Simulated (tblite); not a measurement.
A geometry optimisation, step by step.

Compound: C7H7OS (doublet state).
SMILES with atom numbers: `[CH3:1][O:2][c:3]1[cH:4][cH:5][cH:6][c:7]([S:8])[cH:9]1` (hydrogens: H10, H11, H12 on C1; H13 on C4; H14 on C5; H15 on C6; H16 on C9)
Bond orders are those of one Lewis drawing.

Computed with GFN2-xTB (tblite), gas phase: L-BFGS steps from a force-field or distance-geometry start until the largest atomic force falls under 0.01 eV/Å. 8 of its 25 geometries are shown.

Step 0: E = -702.5698 eV, largest atomic force 1.584 eV/Å
```
atom  x, y, z in Å  |  force x, y, z in eV/Å
C1      2.633    0.337    0.765   -0.327  -0.128   0.189
O2      1.693   -0.734    0.747    0.368   0.544   0.022
C3      0.418   -0.420    0.417   -0.351   0.434  -0.233
C4     -0.483   -1.486    0.403   -0.559  -0.672   0.142
C5     -1.827   -1.304    0.087    0.250   0.836  -0.229
C6     -2.290   -0.029   -0.256    0.075  -0.373   0.119
C7     -1.399    1.050   -0.256   -0.183   0.737  -0.137
S8     -1.986    2.699   -0.678    0.532  -1.446   0.367
C9     -0.051    0.856    0.080   -0.030  -0.052   0.032
H10     2.727    0.779   -0.226   -0.051   0.142  -0.044
H11     3.597   -0.064    1.054    0.040  -0.292   0.054
H12     2.342    1.093    1.510    0.010  -0.058  -0.222
H13    -0.133   -2.485    0.680   -0.026   0.460  -0.145
H14    -2.510   -2.140    0.076    0.093   0.057   0.051
H15    -3.332    0.133   -0.510    0.212  -0.029   0.040
H16     0.595    1.724    0.079   -0.053  -0.159  -0.008
```

Step 3: E = -702.6698 eV, largest atomic force 0.395 eV/Å
```
atom  x, y, z in Å  |  force x, y, z in eV/Å
C1      2.628    0.337    0.768    0.017   0.056  -0.048
O2      1.691   -0.714    0.746   -0.191   0.021  -0.029
C3      0.405   -0.413    0.409    0.009   0.017   0.008
C4     -0.496   -1.492    0.408    0.044   0.164  -0.005
C5     -1.824   -1.286    0.078    0.010  -0.034  -0.011
C6     -2.286   -0.026   -0.254   -0.052  -0.011  -0.012
C7     -1.404    1.064   -0.257    0.129  -0.354   0.117
S8     -1.962    2.635   -0.662    0.005   0.011  -0.003
C9     -0.058    0.856    0.080    0.085   0.015   0.021
H10     2.724    0.786   -0.225    0.011   0.094   0.020
H11     3.594   -0.079    1.056   -0.128  -0.165   0.002
H12     2.342    1.094    1.502    0.010   0.099  -0.018
H13    -0.132   -2.472    0.675    0.023   0.033  -0.022
H14    -2.502   -2.129    0.078    0.018   0.103   0.000
H15    -3.322    0.131   -0.508    0.011   0.014  -0.010
H16     0.594    1.717    0.079    0.000  -0.063  -0.010
```

Step 7: E = -702.6803 eV, largest atomic force 0.090 eV/Å
```
atom  x, y, z in Å  |  force x, y, z in eV/Å
C1      2.624    0.341    0.765    0.018   0.021  -0.002
O2      1.684   -0.708    0.745    0.024  -0.008   0.008
C3      0.405   -0.410    0.410    0.006  -0.016   0.012
C4     -0.495   -1.484    0.408   -0.008  -0.015  -0.007
C5     -1.822   -1.287    0.077   -0.031  -0.016   0.009
C6     -2.288   -0.032   -0.254    0.015   0.036   0.001
C7     -1.397    1.046   -0.250   -0.034   0.079  -0.025
S8     -1.956    2.622   -0.658    0.005  -0.006   0.005
C9     -0.052    0.855    0.082   -0.033   0.029  -0.005
H10     2.726    0.800   -0.223    0.015   0.013   0.014
H11     3.575   -0.103    1.056   -0.044  -0.043  -0.004
H12     2.345    1.106    1.497    0.022   0.019  -0.004
H13    -0.129   -2.462    0.671    0.044  -0.037   0.008
H14    -2.502   -2.123    0.079   -0.029  -0.072   0.005
H15    -3.323    0.134   -0.510    0.014   0.000  -0.004
H16     0.598    1.714    0.077    0.015   0.015  -0.012
```

Step 10: E = -702.6814 eV, largest atomic force 0.051 eV/Å
```
atom  x, y, z in Å  |  force x, y, z in eV/Å
C1      2.624    0.343    0.765    0.001  -0.009   0.004
O2      1.685   -0.707    0.745   -0.041   0.028  -0.010
C3      0.404   -0.409    0.411   -0.035   0.011  -0.011
C4     -0.495   -1.486    0.408   -0.004  -0.012   0.006
C5     -1.824   -1.289    0.078    0.002  -0.002   0.002
C6     -2.288   -0.032   -0.253    0.005  -0.010   0.008
C7     -1.398    1.049   -0.250    0.005  -0.015   0.004
S8     -1.956    2.623   -0.658   -0.012   0.025  -0.006
C9     -0.053    0.856    0.083   -0.002  -0.002   0.001
H10     2.729    0.803   -0.222    0.014  -0.002   0.002
H11     3.569   -0.111    1.055    0.019  -0.011   0.006
H12     2.348    1.109    1.497    0.018   0.001   0.005
H13    -0.124   -2.463    0.671    0.012   0.003  -0.006
H14    -2.505   -2.128    0.080    0.017   0.007   0.003
H15    -3.322    0.134   -0.511    0.011  -0.002  -0.001
H16     0.600    1.715    0.075   -0.010  -0.011  -0.007
```

Step 14: E = -702.6818 eV, largest atomic force 0.018 eV/Å
```
atom  x, y, z in Å  |  force x, y, z in eV/Å
C1      2.624    0.343    0.766    0.007   0.000   0.000
O2      1.680   -0.703    0.745    0.012  -0.009   0.007
C3      0.400   -0.408    0.410    0.013   0.008   0.004
C4     -0.496   -1.487    0.408    0.009   0.013  -0.001
C5     -1.824   -1.290    0.079   -0.003   0.005  -0.001
C6     -2.287   -0.033   -0.252   -0.007   0.005  -0.003
C7     -1.399    1.050   -0.251   -0.016   0.007  -0.003
S8     -1.958    2.626   -0.659   -0.008  -0.012   0.001
C9     -0.055    0.858    0.083   -0.010   0.005  -0.006
H10     2.732    0.803   -0.221    0.010  -0.009   0.003
H11     3.568   -0.116    1.056   -0.007  -0.003   0.000
H12     2.353    1.111    1.497    0.012  -0.007   0.006
H13    -0.121   -2.463    0.670    0.002   0.002  -0.004
H14    -2.504   -2.129    0.080   -0.002   0.000   0.000
H15    -3.320    0.134   -0.512   -0.010  -0.008  -0.001
H16     0.599    1.714    0.074   -0.002   0.003  -0.003
```

Step 17: E = -702.6820 eV, largest atomic force 0.023 eV/Å
```
atom  x, y, z in Å  |  force x, y, z in eV/Å
C1      2.625    0.342    0.766    0.018   0.003   0.003
O2      1.680   -0.702    0.746    0.002   0.005   0.001
C3      0.400   -0.406    0.410    0.002  -0.003   0.001
C4     -0.495   -1.485    0.409   -0.011   0.003  -0.008
C5     -1.823   -1.290    0.079   -0.015   0.008  -0.005
C6     -2.289   -0.033   -0.252   -0.005   0.016  -0.004
C7     -1.403    1.050   -0.251    0.018  -0.002   0.000
S8     -1.961    2.626   -0.659   -0.014  -0.007  -0.001
C9     -0.057    0.859    0.081    0.012   0.000   0.006
H10     2.737    0.802   -0.220   -0.002  -0.002  -0.002
H11     3.567   -0.119    1.057    0.016  -0.016   0.006
H12     2.358    1.110    1.499   -0.003   0.001   0.002
H13    -0.119   -2.462    0.668    0.003   0.001   0.003
H14    -2.503   -2.129    0.081    0.001  -0.009   0.001
H15    -3.322    0.132   -0.512   -0.012  -0.013   0.003
H16     0.598    1.714    0.072   -0.010   0.015  -0.006
```

Step 21: E = -702.6823 eV, largest atomic force 0.013 eV/Å
```
atom  x, y, z in Å  |  force x, y, z in eV/Å
C1      2.630    0.340    0.768   -0.003  -0.009   0.002
O2      1.679   -0.699    0.747   -0.002  -0.004  -0.001
C3      0.400   -0.402    0.411   -0.001   0.004  -0.004
C4     -0.495   -1.482    0.408    0.002   0.000  -0.002
C5     -1.825   -1.289    0.079    0.006  -0.008   0.000
C6     -2.292   -0.033   -0.252    0.005  -0.010   0.001
C7     -1.405    1.051   -0.252   -0.002  -0.002  -0.003
S8     -1.968    2.624   -0.660   -0.003  -0.002  -0.001
C9     -0.059    0.861    0.080   -0.001   0.006   0.000
H10     2.743    0.799   -0.219    0.000   0.002   0.007
H11     3.569   -0.128    1.058    0.003  -0.001   0.001
H12     2.366    1.109    1.502    0.001   0.000  -0.008
H13    -0.116   -2.458    0.665   -0.010   0.004   0.003
H14    -2.502   -2.130    0.081   -0.001  -0.001  -0.002
H15    -3.326    0.128   -0.512    0.009   0.008   0.006
H16     0.595    1.718    0.068   -0.003   0.012   0.001
```

Step 24: E = -702.6823 eV, largest atomic force 0.009 eV/Å
```
atom  x, y, z in Å  |  force x, y, z in eV/Å
C1      2.631    0.339    0.769    0.000   0.002  -0.002
O2      1.678   -0.699    0.747    0.001  -0.003   0.000
C3      0.400   -0.401    0.410    0.005   0.003   0.000
C4     -0.495   -1.482    0.407    0.005   0.004   0.000
C5     -1.824   -1.290    0.079   -0.001   0.001  -0.003
C6     -2.292   -0.034   -0.252    0.003   0.006  -0.002
C7     -1.406    1.050   -0.252   -0.002   0.003   0.000
S8     -1.970    2.624   -0.661   -0.002  -0.006  -0.001
C9     -0.059    0.863    0.080   -0.003   0.002  -0.005
H10     2.744    0.799   -0.218    0.002  -0.004   0.001
H11     3.570   -0.129    1.059   -0.009   0.001  -0.001
H12     2.367    1.108    1.501    0.001  -0.004   0.002
H13    -0.117   -2.457    0.666    0.003  -0.006   0.005
H14    -2.502   -2.130    0.081   -0.001  -0.005   0.000
H15    -3.326    0.128   -0.512    0.002   0.004   0.003
H16     0.593    1.721    0.068   -0.004   0.000   0.003
```

**Question.** Summarise the path.

**Answer.** The energy falls by 2.59 kcal/mol from step 0 to step 24; nine tenths of that is first reached at step 4. It falls at every step. The largest force goes from 1.584 to 0.009 eV/Å. Among the bonds C7–S8 changes most, from 1.800 to 1.721 Å; the atoms move by 0.033 Å rms after alignment.

What follows is the cost of the whole relaxation. On an Arm Neoverse V1 with one thread, on a shared host, this took 0.19 s wall.
